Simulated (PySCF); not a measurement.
Some computed properties have been withheld. Give your best values.

Species: C2H3BF2S.
Structure used (PBE0-D3(BJ)/def2-SVP), in Å, numbered top down from 1:
```xyz
9
C2H3BF2S angstrom
F      1.884    1.462   -0.931
B      1.172    0.391   -0.635
F      1.565   -0.763   -1.143
C     -0.085    0.492    0.271
C     -0.868   -0.731    0.561
S     -1.551    0.221   -0.809
H     -0.191    1.346    0.948
H     -0.435   -1.699    0.290
H     -1.477   -0.735    1.471
```

```tsv
property	level	value
point group	PBE0-D3(BJ)/def2-SVP	C1
rotational constants A, B, C	PBE0-D3(BJ)/def2-SVP	5.359, 1.927, 1.752 GHz
dipole moment	CAM-B3LYP/def2-SVPD	2.31 D
HOMO energy	CAM-B3LYP/def2-SVPD	?
LUMO energy	CAM-B3LYP/def2-SVPD	0.02 eV
lowest singlet excitation	TDDFT CAM-B3LYP/def2-SVPD	?
strongest line among the 10 lowest singlet transitions	TDDFT CAM-B3LYP/def2-SVPD	?
lowest triplet excitation (Tamm–Dancoff)	TDA CAM-B3LYP/def2-SVPD	?
static isotropic polarisability	CAM-B3LYP/def2-SVPD	?
vertical ionisation energy	ΔSCF CAM-B3LYP/def2-SVPD	9.42 eV
electronic spatial extent ⟨r²⟩ about the centre of nuclear charge	CAM-B3LYP/def2-SVPD	?
13C chemical shifts (computed TMS as zero) by class	GIAO KT2/pcSseg-2	?
1H chemical shifts (computed TMS as zero) by class	GIAO KT2/pcSseg-2	2.73 (H9), 2.70 (H8), 2.17 (H7) ppm
isotropic shieldings of nuclei other than C and H, by class	GIAO KT2/pcSseg-2	76 (B2), 260 (F1/F3), 702 (S6) ppm
```

The electronic properties come from PySCF, for the isolated species, density fitting. NMR classes are plain means over equivalent atoms (diastereotopic ones count apart unless rotation or inversion swaps them), as if these changed places fast; in this geometry the members of some classes differ.

Q: What is the electronic spatial extent ⟨r²⟩ about the centre of nuclear charge?

A: 680 bohr².

Q: The lowest singlet excitation?

A: 4.44 eV (279 nm, f = 0.004).

Q: What are the 13C chemical shifts (computed TMS as zero) by class?

A: 25.7 (C5), 14.8 (C4) ppm.

Q: The lowest triplet excitation (Tamm–Dancoff)?

A: 3.95 eV.

Q: Give the strongest line among the 10 lowest singlet transitions.

A: S8 at 7.88 eV (157 nm, f = 0.114).

Q: The HOMO energy?

A: -8.43 eV.

Q: What is the static isotropic polarisability?

A: 55.2 au.

The vertical singlet–triplet gap S1 − T1 is 0.49 eV (TDDFT singlet less Tamm–Dancoff triplet; S1: HOMO→LUMO, weight 0.91; T1: HOMO→LUMO, weight 0.91). The largest Löwdin shares of the HOMO are 0.74 on S6, 0.09 on C4 and 0.09 on C5. The polarisability is 8.18 Å³ as a volume (1 au = 0.148185 Å³), or 1.02 au for each of the 54 electrons.

One conformer stands for the species.
